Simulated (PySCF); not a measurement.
# Cu₂S, singlet: computed properties

Level of theory: PySCF, PBE0, basis S def2-TZVP, Cu def2-TZVP (no relativity, density fitting).

The structure is a minimum.

```
Point group                                                                   : C2v
Bond lengths                                                                  : Cu–Cu 2.610 Å, S–Cu 2.101 Å (×2)
Bond angles                                                                   : Cu–Cu–S 51.6° (×2), Cu–S–Cu 76.8°
Principal polarisabilities                                                    : 46.6, 68.7, 87.4 bohr³
Principal quadrupole moments (Buckingham, traceless) about the centre of mass : -6.01, -4.60, 10.61 D Å
Heat capacity Cp at 298.15 K                                                  : 53.9 J/(mol K)
Rotational constants                                                          : 0.2437, 0.07864, 0.05946 cm⁻¹
Dipole moment                                                                 : 4.98 D
Entropy at 298.15 K and 1 bar                                                 : 300.5 J/(mol K)
Highest occupied level                                                        : -5.70 eV
Atomisation energy without zero-point energy                                  : 538 kJ/mol
Zero-point energy                                                             : 5.3 kJ/mol
Rotational symmetry number                                                    : 2
Lowest empty level                                                            : -2.41 eV
Enthalpy at 298.15 K above 0 K                                                : 13.51 kJ/mol
```

Harmonic modes (masses in u: S 31.972, Cu 62.930):
| symmetry | ω (cm⁻¹) | IR (km/mol) |
| --- | --- | --- |
| a1 | 109 | 0.3 |
| b2 | 345 | 18.4 |
| a1 | 427 | 11.2 |

In C2v the vibrations span 2a1 + b2. Here b1 is antisymmetric to the molecular plane and b2 lies in it.

Charges (e):
```json
{"atom": "S1", "Mulliken": "-0.62", "Löwdin": "0.00", "polar tensor": "-0.64", "Mayer order to S1": "–"}
{"atom": "Cu2,3", "Mulliken": "0.31", "Löwdin": "0.00", "polar tensor": "0.32", "Mayer order to S1": "1.09"}
```

Mulliken populations on S1: s 5.89, p 10.64, d 0.07, f 0.01.

Only a few start shapes were tried, so a lower isomer may exist.

The final relaxation and frequency run took about 2.7 core-minutes on a shared host.
